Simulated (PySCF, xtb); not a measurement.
C₄H₇FSi, SMILES C=C/C=C(\F)[SiH3]. The values are those of a single conformer.

Harmonic wavenumbers (cm⁻¹) from GFN2-xTB in xtb at its own minimum, in rising order: 68, 112, 135, 164, 247, 386, 399, 417, 551, 565, 662, 758, 766, 784, 795, 855, 890, 952, 1016, 1063, 1185, 1240, 1298, 1407, 1629, 1657, 2272, 2278, 2286, 3070, 3084, 3100, 3133.

**Question.** What does ωB97X-D3(BJ)/def2-SVP run with PySCF 2.14.0 give at its own minimum? (An estimate is asked for; the answer gives what the named calculation found.)

**Answer.** 105, 138, 141, 178, 253, 399, 418, 453, 662, 694, 714, 826, 914, 938, 951, 960, 970, 971, 1052, 1107, 1217, 1294, 1332, 1440, 1711, 1782, 2270, 2270, 2276, 3168, 3212, 3218, 3272. Paired by order, the mean absolute difference is 64 cm⁻¹ and the zero-point energies are 56.1 and 59.0 kcal/mol.
